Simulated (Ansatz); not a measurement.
Molecule: dihydroxy(dimethyl)silane, C2H8O2Si, net charge 0, singlet state. 
Structure (B3LYP-D3(BJ)/def2-TZVP (Ansatz, a quantum-chemistry and plane-wave program) minimum search):
```xyz
13

C      1.4833    -1.0775     0.1351
Si    -0.0107     0.0383    -0.0016
C     -1.5197    -0.8994    -0.5443
O     -0.2522     0.8012     1.4518
O      0.2100     1.2233    -1.1264
H      1.3283    -1.8692     0.8731
H      2.3744    -0.5164     0.4270
H      1.6926    -1.5580    -0.8231
H     -1.3840    -1.3129    -1.5459
H     -1.7355    -1.7267     0.1356
H     -2.3903    -0.2416    -0.5653
H      0.0753     0.3754     2.2465
H      0.7448     1.9795    -0.8731
```
Charge 0, spin multiplicity 1.

Wanted: atomisation energy (electronic, to ground-state atoms), in kJ/mol. Correlated levels leave the core frozen unless marked. UHF or UKS for open shells. Spin-orbit coupling is left out. No relativistic terms. The coupled-cluster limit lacks core correlation, which all-electron functionals hold. Basis-set limits of correlation are two-point, X^-3; Hartree-Fock from the larger set.

```csv
level,program,atomisation energy (kJ/mol)
HF/STO-3G,Ansatz,4257.5
r2SCAN-D4/def2-TZVPD,Ansatz + dftd4,5091.8
B3LYP-D4/def2-TZVPD,Ansatz + dftd4,5072.1
PBE0/def2-TZVPD,Ansatz,5040.8
CAM-B3LYP-D4/def2-TZVPD,Ansatz + dftd4,5104.6
"RI-MP2/CBS(cc-pV(T+d)Z,cc-pV(Q+d)Z)",Ansatz,5191.5
SCS-MP2/cc-pV(D+d)Z,Ansatz,4700.6
CCSD(T)/STO-3G,Ansatz,4818.0
CCSD(T)/cc-pVTZ,Ansatz,4958.0
"CCSD(T)/CBS(cc-pV(T+d)Z,cc-pV(Q+d)Z)",Ansatz,5111.1
```
